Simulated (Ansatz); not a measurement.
System: CHBrCl (charge 0, doublet). It need not be the lowest isomer of its formula. 
Geometry from a B3LYP-D3(BJ)/def2-TZVP (Ansatz, a first-principles code) optimisation:
```
C
H 1 1.0788
Cl 1 1.7000 2 117.28
Br 1 1.8695 2 116.57 3 152.58
```
Charge 0, spin multiplicity 2.

Parts of the frozen-core correlation energy in def2-SVP (Ansatz, hartree). Frozen orbitals: 20; correlated occupied orbitals by spin: 10 and 9; virtual: 39 and 40. Open shells are spin-unrestricted. Spin-orbit coupling is left out. Non-relativistic.

| term | value |
|---|---|
| reference (HF) | -3069.81593 |
| MP2 opposite-spin | … |
| MP2 same-spin | -0.09771 |
| CCSD correlation | … |
| (T) | … |
| T1 diagnostic | 0.016 |
| largest doubles amplitude | 0.031 |
| <S^2> of the reference | 0.769 |

Question: Complete the blanks.

Answer: 
- MP2 opposite-spin, value: -0.27053
- CCSD correlation, value: -0.40199
- (T), value: -0.01111
